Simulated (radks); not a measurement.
Values are calculated unless marked as measured or tabulated.
Species: Pd20+. Configuration: [Ar] 3d8. Code: a radial shooting solver on a logarithmic mesh with Libxc functionals. Model: Dirac Kohn-Sham, PBE, spin-unpolarised, spherical densities, finite nucleus; open shells are shared between the two j in proportion to 2j + 1; Fermi nuclear charge, rms radius 4.5318 fm.

Normalised radial functions P(r) = r R(r) (large component), r in bohr:

r,3s1/2,3d3/2,3d5/2
0.001217,0.1259,0.0000,0.0000
0.001362,0.1389,0.0000,0.0000
0.001523,0.1531,0.0000,0.0000
0.001703,0.1687,0.0000,0.0000
0.001905,0.1856,0.0000,0.0000
0.002131,0.2040,0.0000,0.0000
0.002365,0.2224,0.0001,0.0000
0.002645,0.2437,0.0001,0.0001
0.002958,0.2667,0.0001,0.0001
0.003309,0.2912,0.0002,0.0001
0.003701,0.3173,0.0002,0.0001
0.00414,0.3449,0.0003,0.0002
0.00463,0.3738,0.0004,0.0003
0.005179,0.4038,0.0005,0.0004
0.005793,0.4347,0.0007,0.0005
0.006479,0.4661,0.0009,0.0007
0.007247,0.4973,0.0012,0.0010
0.008106,0.5277,0.0016,0.0013
0.008995,0.5545,0.0022,0.0018
0.01006,0.5808,0.0029,0.0025
0.01125,0.6031,0.0040,0.0034
0.01259,0.6201,0.0054,0.0046
0.01408,0.6300,0.0072,0.0063
0.01575,0.6308,0.0098,0.0086
0.01761,0.6205,0.0131,0.0117
0.0197,0.5967,0.0176,0.0159
0.02204,0.5571,0.0235,0.0215
0.02465,0.4997,0.0314,0.0288
0.02757,0.4223,0.0417,0.0386
0.03083,0.3238,0.0552,0.0515
0.03449,0.2037,0.0728,0.0682
0.03827,0.0733,0.0936,0.0882
0.0428,-0.0851,0.1220,0.1155
0.04788,-0.2580,0.1580,0.1504
0.05355,-0.4389,0.2031,0.1942
0.0599,-0.6187,0.2590,0.2486
0.067,-0.7855,0.3274,0.3155
0.07494,-0.9255,0.4097,0.3962
0.08382,-1.0230,0.5071,0.4920
0.09375,-1.0623,0.6202,0.6036
0.1049,-1.0289,0.7484,0.7305
0.1173,-0.9120,0.8902,0.8713
0.1312,-0.7070,1.0421,1.0228
0.1467,-0.4174,1.1991,1.1798
0.1628,-0.0842,1.3430,1.3245
0.1821,0.3218,1.4878,1.4709
0.2037,0.7452,1.6122,1.5977
0.2278,1.1479,1.7056,1.6943
0.2548,1.4901,1.7577,1.7501
0.285,1.7365,1.7603,1.7569
0.3188,1.8628,1.7087,1.7095
0.3566,1.8602,1.6032,1.6080
0.3989,1.7376,1.4494,1.4575
0.4461,1.5201,1.2580,1.2684
0.499,1.2439,1.0439,1.0554
0.5582,0.9492,0.8240,0.8356
0.6193,0.6910,0.6297,0.6403
0.6927,0.4546,0.4443,0.4533
0.7748,0.2742,0.2927,0.2996
0.8667,0.1502,0.1784,0.1833
0.9694,0.0740,0.0995,0.1027
1.084,0.0323,0.0503,0.0522
1.213,0.0124,0.0228,0.0237

3s1/2: eigenvalue -1211.2 eV, 2 radial nodes at r = 0.0404, 0.167 bohr, <r> = 0.368 bohr, 90 % of the charge inside 0.539 bohr. 3d3/2: eigenvalue -911.69 eV, 0 radial nodes, <r> = 0.334 bohr, 90 % of the charge inside 0.523 bohr. 3d5/2: eigenvalue -905.38 eV, 0 radial nodes, <r> = 0.337 bohr, 90 % of the charge inside 0.527 bohr.
